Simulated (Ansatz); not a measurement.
Calculated with Ansatz (gas phase, PBE0-D4/def2-TZVP geometries, no zero-point term in ΔE). CCSD(T)/CBS adds triple-zeta CCSD(T) − MP2 to the extrapolated MP2 energy (def2 sets, frozen cores). For Ti outer-core shells are correlated without core-valence functions, which leaves a few kJ/mol of doubt a bond. Scalar relativity is left out up to krypton. Each species was taken in one conformer, which may not be the lowest.

Reaction (substitution at a C–O bond): `C=C(N)OC` + `[OH][Ti]([SH])([Cl])[Cl]` → `C[S][Ti]([OH])([Cl])[Cl]` + `C=C(N)O`

`C=C(N)OC`:

```xyz
12

C    -0.114    1.364    0.043
C     0.582    0.222   -0.033
N     1.960    0.129   -0.094
O     0.057   -1.018   -0.112
C    -1.346   -1.122   -0.114
H     0.411    2.306    0.116
H    -1.190    1.387    0.003
H     2.442    0.949    0.233
H     2.320   -0.723    0.307
H    -1.573   -2.185   -0.167
H    -1.774   -0.698    0.800
H    -1.776   -0.612   -0.982
```

`[OH][Ti]([SH])([Cl])[Cl]`:

Z-matrix (Å, degrees):
```
Ti
S 1 2.268
Cl 1 2.192 2 109.9
O 1 1.744 2 104.3 3 120.4
Cl 1 2.188 2 109.5 3 -120.1
H 2 1.349 1 90.9 3 58.6
H 4 0.958 1 149.2 2 117.1
```

`C[S][Ti]([OH])([Cl])[Cl]`:

Cartesian coordinates in Å:
```
C 0.494 0.244 -1.871
S 0.930 -0.914 -0.537
Ti -0.357 -0.080 1.106
O -0.024 -1.085 2.489
Cl 0.209 2.023 1.411
Cl -2.458 -0.175 0.459
H -0.584 0.275 -2.024
H 0.868 1.242 -1.643
H 0.971 -0.124 -2.778
H -0.049 -1.407 3.389
```

`C=C(N)O`:

Z-matrix (Å, degrees):
```
C
C 1 1.338
H 1 1.080 2 120.9
H 1 1.081 2 120.9 3 -177.8
N 2 1.376 1 126.3 3 4.1
O 2 1.355 1 124.2 3 -178.6
H 5 1.008 2 113.9 1 -150.1
H 5 1.006 2 114.7 1 -17.1
H 6 0.961 2 108.3 1 3.3
```

| species | CCSD(T)/CBS(def2) energy (Eh) |
| --- | --- |
| `C=C(N)OC` | -248.21235 |
| `[OH][Ti]([SH])([Cl])[Cl]` | -2242.85690 |
| `C[S][Ti]([OH])([Cl])[Cl]` | -2282.11575 |
| `C=C(N)O` | -208.96738 |

Work out ΔE.

ΔE = (-2282.11575) + (-208.96738) − (-248.21235) − (-2242.85690) = -0.01388 Eh = -0.38 eV.

Largest T1 diagnostic among the species: 0.026, so the coupled-cluster value is less sure than usual.

In def2-TZVPP, CCSD(T) changes the Hartree–Fock value by −0.11 eV (the triples alone add −0.03 eV) and MP2 by −0.18 eV. The D4 term adds −0.04 eV with B3LYP and −0.02 eV with PBE0; it sums over pairs of atoms, weighted by their polarisabilities, and B3LYP, whose exchange is more repulsive, gets the larger term.

B3LYP here is the variant with VWN-RPA as its local correlation; programs differ in this.
